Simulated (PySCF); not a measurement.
# One molecule, several mistakes: B2GeH6N cation

These are calculations, not measurements. The program is PySCF 2.14.0, an open-source quantum chemistry code, run on an isolated molecule that a program drew, which may never have been made. The molecule is B2GeH6N cation (charge +1, singlet), drawn as the SMILES string `[BH+][N](B)[GeH3]`.

Each row is a Hartree-Fock (HF) and frozen-core CCSD(T) single point in the cc-pVDZ basis, meant for a local HF minimum. Run 1 is clean. Each other run has one planted mistake out of seven kinds, and not every kind appears here: one electron removed, one electron added, multiplicity raised by two, geometry at a saddle point, minimal basis STO-3G, one bond length entered in bohr, all coordinates scaled. The reference is restricted for singlets and unrestricted otherwise, and also for a bond in bohr. Adding or removing an electron swaps singlet and doublet. Electrons count all cores. HOMO and LUMO are orbital energies over both spins, the gradient is its largest component, and the lowest frequency (negative if imaginary) is given only where the gradient is small. Bond lengths are over the 9 bonds as drawn. T1 is the CCSD diagnostic: over 0.02 (restricted) or 0.045 (unrestricted) a single reference is doubtful. Germanium has the cc-pVDZ-PP basis, with a core potential (ECP10MDF) in place of its 10 inner electrons, and its 3s, 3p and 3d shells are frozen in CCSD(T).

Geometry of the clean run:
```xyz
10
B2GeH6N cation, angstrom
B     0.6441   -0.0363   -0.5401
N    -0.4663   -0.6111   -0.1767
B    -0.8535   -1.7734   -1.0229
Ge   -1.6337   -0.0723    1.3617
H     1.6421    0.4828   -0.8643
H    -1.8565   -2.3487   -0.7510
H    -0.1447   -2.0763   -1.9326
H    -0.8872    1.1129    1.9411
H    -2.9345    0.2563    0.6653
H    -1.6262   -1.3230    2.2106
```

| run | electrons | basis functions | <S^2> | HOMO (eV) | LUMO (eV) | gradient (hartree/bohr) | lowest frequency (cm^-1) | mean bond (Å) | longest bond (Å) | T1 | HF (hartree) | CCSD(T) (hartree) | mistake |
|---|---|---|---|---|---|---|---|---|---|---|---|---|---|
| 1 | 54 | 95 | 0.000 | -17.64 | -3.23 | 3.4e-05 | 98 | 1.4318 | 2.005 | 0.0130 | -400.47378 | -400.93862 | no fault |
| 2 | 54 | 95 | 0.000 | -18.01 | -3.10 | 4.9e-02 | - | 1.3688 | 1.917 | 0.0118 | -400.45393 | -400.91092 | all coordinates scaled |
| 3 | 54 | 95 | 2.043 | -11.83 | -8.06 | 7.0e-02 | - | 1.4318 | 2.005 | 0.0241 | -400.25306 | -400.72455 | multiplicity raised by two |
| 4 | 55 | 95 | 0.768 | -5.38 | 2.62 | 9.1e-02 | - | 1.4318 | 2.005 | 0.0179 | -400.63039 | -401.11528 | ? |
| 5 | 53 | 95 | 0.779 | -22.31 | -15.49 | 1.2e-01 | - | 1.4318 | 2.005 | 0.0383 | -399.86006 | -400.30954 | ? |

**Which mistake was planted in run 4, and what did it cost?**

It counts 55 electrons, one more than the clean run, at the same geometry and basis. So the mistake is: one electron added. Subtracting run 1 and multiplying by 627.51 kcal/mol a hartree, the energy moved by -98.3 kcal/mol in HF and -110.9 kcal/mol in CCSD(T).

**Which mistake was planted in run 5, and what did it cost?**

It counts 53 electrons, one fewer than the clean run, at the same geometry and basis. So the mistake is: one electron removed. Subtracting run 1 and multiplying by 627.51 kcal/mol a hartree, the energy moved by 385.1 kcal/mol in HF and 394.8 kcal/mol in CCSD(T).

